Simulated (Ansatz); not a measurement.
Input file for `[AlH2][B]([SiH3])O[SiH3]`:

```yaml
crystal:
  periodic: [false, false, false]
  atoms:
    - {symbol: Al, position_ang: [-1.185301, 1.400591, -0.410600]}
    - {symbol: B, position_ang: [0.414772, 0.094229, 0.262664]}
    - {symbol: Si, position_ang: [2.059336, 0.630737, 1.332327]}
    - {symbol: O, position_ang: [0.262983, -1.224950, -0.092227]}
    - {symbol: Si, position_ang: [-1.045830, -1.736327, -0.960753]}
    - {symbol: H, position_ang: [-2.454864, 1.689495, 0.512045]}
    - {symbol: H, position_ang: [-1.095448, 2.156089, -1.813389]}
    - {symbol: H, position_ang: [2.802629, 1.680459, 0.574104]}
    - {symbol: H, position_ang: [1.614155, 1.266755, 2.607722]}
    - {symbol: H, position_ang: [3.009367, -0.469733, 1.663766]}
    - {symbol: H, position_ang: [-0.618595, -2.291580, -2.263183]}
    - {symbol: H, position_ang: [-1.907104, -0.516905, -1.216938]}
    - {symbol: H, position_ang: [-1.835597, -2.713564, -0.180738]}
basis:
  gaussian: {orbitals: def2-SVP}
correlation: {method: ccsd_t}
```

```sh
$ ansatz run in.yaml --threads 4 --pin off --events-out ev --progress --plain
```

Log, shortened:

```
Functional definition: HF
1172 factors; integrals over basis functions are off by at most 1.1e-3 eV
mean field evaluation 1: about -25130.9934 eV, gradient 3.3e1 eV
mean field evaluation 2: about -25131.0228 eV, gradient 3.3e1 eV
mean field evaluation 4: about -25134.3153 eV, gradient 4.2e0 eV
mean field evaluation 8: about -25134.3967 eV, gradient 1.5e-1 eV
mean field evaluation 16: about -25134.3583 eV, gradient 5.4e-1 eV
mean field -25134.39687991 eV, -923.6720486306 hartree, gradient 5.5e-6 eV, S^2 0.000000; 0 other end points of the search recorded, 0 dependent functions left out
17 core orbitals not correlated: weight in the atoms' cores, before any rotation towards them, 1.000 or more for the frozen orbitals, at most 0.000 for the correlated occupied ones
reference -25134.39687991 eV, -923.6720486306 hartree; 14, 14 occupied and 91, 91 virtual orbitals, 1172 factors
second order -14.48224465 eV of doubles, -0.00000000 eV of singles
cycle   1  -15.76141538 eV  change    -1.3e0 eV  update   1.2e-1
cycle   2  -16.36249369 eV  change   -6.0e-1 eV  update   3.6e-2
cycle   3  -16.50114267 eV  change   -1.4e-1 eV  update   2.0e-2
cycle   4  -16.49238320 eV  change    8.8e-3 eV  update   5.3e-3
cycle   5  -16.49105170 eV  change    1.3e-3 eV  update   2.0e-3
cycle   6  -16.49113042 eV  change   -7.9e-5 eV  update   6.9e-4
cycle   7  -16.49082568 eV  change    3.0e-4 eV  update   2.5e-4
cycle   8  -16.49084011 eV  change   -1.4e-5 eV  update   1.0e-4
cycle   9  -16.49090057 eV  change   -6.0e-5 eV  update   3.8e-5
cycle  10  -16.49088624 eV  change    1.4e-5 eV  update   1.8e-5
perturbative correction -0.44717862 eV, -0.0164335114 hartree
Total energy: -25151.33494478 eV, -924.2945110334 hartree
```

It took 3.1 s on 4 threads of a server CPU on a shared host, with 0.68 GiB of host memory at the peak.

MP2 recovers 85.5 % of the CCSD(T) correlation energy and the triples give 2.6 %; T1 = 0.0148.
